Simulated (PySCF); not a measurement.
Delta-SCF ions had no search for a lower state. Excitations are Tamm–Dancoff values on a coarser integration grid. The basis has no diffuse functions, so Rydberg states are missing or too high.

Cartesian coordinates (Å):
```xyz
9

O     -1.4432    -0.0733     0.7525
Si     0.0078     0.0095     0.0021
O      0.6352     1.5107    -0.1649
O     -0.2193    -0.5678    -1.5114
O      1.0584    -0.8315     0.9320
H     -1.4334    -0.0555     1.7114
H      0.3105     2.0332    -0.9007
H     -0.8362    -1.2960    -1.6062
H      1.9907    -0.6477     0.8021
```
Charge 0, spin multiplicity 1.

### Question
Predict the S1 excitation (TDA), brightest of the four lowest singlets (TDA), S1 oscillator strength, vertical ionisation energy (Delta-SCF) and S1–T1 gap (TDA) from ωB97X-D3(BJ)/def2-TZVP (PySCF 2.14.0).

### Answer

The S1 excitation (TDA) is 8.60 eV. The brightest of the four lowest singlets (TDA) is 9.24 eV and the S1 oscillator strength is 0.013. The vertical ionisation energy (Delta-SCF) comes out as 11.89 eV and the S1–T1 gap (TDA) is 0.41 eV.
